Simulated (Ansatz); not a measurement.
Computed with Ansatz.

C₂H₆SiTe, SMILES `C1[SiH2]C[Te]1` at its PBE0-D4/def2-TZVP geometry, where that method's forces vanish. The species carries charge 0 and has multiplicity 1. Te: def2 effective core potential.

```csv
atom,x (Å),y (Å),z (Å)
C1,-0.386,0.864,-1.102
Si2,0.378,-0.695,-0.378
C3,-0.006,-0.302,1.421
Te4,-0.374,1.767,0.873
H5,0.223,1.417,-1.814
H6,-1.407,0.778,-1.468
H7,1.848,-0.697,-0.601
H8,-0.183,-1.981,-0.888
H9,0.817,-0.404,2.126
H10,-0.910,-0.747,1.832
```

Problem. For each bond, give half the difference of the two atoms' forces along it (eV/Å; positive pushes the atoms apart) under PBE-D4, r2SCAN-D4, B3LYP-D4, ωB97M-V in def2-TZVPP. (Best estimate.)

Solution. The calculation gave: 
```csv
bond,length (Å),PBE-D4,r2SCAN-D4,B3LYP-D4,ωB97M-V
C1–Si2,1.882,0.03,0.01,0.14,0.09
C1–Te4,2.171,0.26,0.21,0.39,-0.05
C1–H5,1.088,0.08,-0.04,-0.11,-0.05
C1–H6,1.089,0.08,-0.04,-0.11,-0.06
Si2–C3,1.882,0.03,0.01,0.14,0.09
Si2–H7,1.487,0.06,-0.03,-0.12,-0.13
Si2–H8,1.492,0.05,-0.02,-0.16,-0.15
C3–Te4,2.171,0.26,0.21,0.39,-0.05
C3–H9,1.088,0.08,-0.04,-0.11,-0.05
C3–H10,1.089,0.08,-0.04,-0.11,-0.06
```

B3LYP here is the variant with VWN-RPA as its local correlation; programs differ in this.
